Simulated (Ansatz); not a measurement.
```xyz
12

C     0.3382   -1.2986   -0.4830
C     0.1112    0.0960    0.0334
C    -1.3491    0.4481    0.1145
O     0.7970    0.3125    1.3370
Al    1.5047    1.3819    0.2084
H    -0.0531   -1.4046   -1.4982
H    -0.1833   -2.0223    0.1587
H     1.3957   -1.5705   -0.4964
H    -1.8113    0.4158   -0.8755
H    -1.5148    1.4423    0.5345
H    -1.8711   -0.2753    0.7562
H     2.6360    2.4748    0.2104
```

Total charge 0; spin multiplicity 1.

Question: List the r2SCAN/def2-TZVPP orbital energies in eV (Ansatz). (An estimate is asked.)

Answer: Ansatz gave: Occupied: -1517.05, -514.88, -274.09, -272.66, -272.66, -110.62, -70.97, -70.78, -70.69, -25.34, -19.64, -17.77, -13.74, -11.54, -11.07, -10.69, -9.90, -9.53, -9.10, -8.79, -8.23, -6.52, -5.12. Lowest empty: -1.52, -1.34, -0.01, 1.77, 2.55, 2.87, 3.22, 3.46.
